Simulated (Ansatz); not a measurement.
This Ansatz (an electronic-structure program) input (MP2/cc-pwCVQZ) gives -169.23663 Eh with 312 basis functions. A basis named .json is the Basis Set Exchange file of that set (core-valence sets with the plain set on hydrogen).

Ansatz 0.2 input:
```yaml
crystal:
  periodic: [false, false, false]
  atoms:
    - {symbol: N, position_ang: [-1.15644893, 0.10559007, 0.10949204]}
    - {symbol: C, position_ang: [0.14327585, 0.27480002, -0.02643780]}
    - {symbol: O, position_ang: [1.03921952, -0.59683604, -0.07594837]}
    - {symbol: H, position_ang: [-1.57929984, 1.03526068, 0.10968394]}
    - {symbol: H, position_ang: [0.50103112, 1.35149704, -0.10991451]}
basis:
  gaussian:
    orbitals: cc-pwCVQZ.json
total_charge: -1
magnetization: {spin_polarized: false}
correlation: {method: mp2, frozen_orbitals: {C: 0, H: 0, N: 0, O: 0}}
```

Change:
```diff
- correlation: {method: mp2, frozen_orbitals: {C: 0, H: 0, N: 0, O: 0}}
+ correlation: {method: mp2, electrons: outside_noble_gas}
```

Problem. What does the run give now?

Solution. -169.07304 Eh (MP2/cc-pwCVQZ, 312 functions), a change of +163.59 mEh.
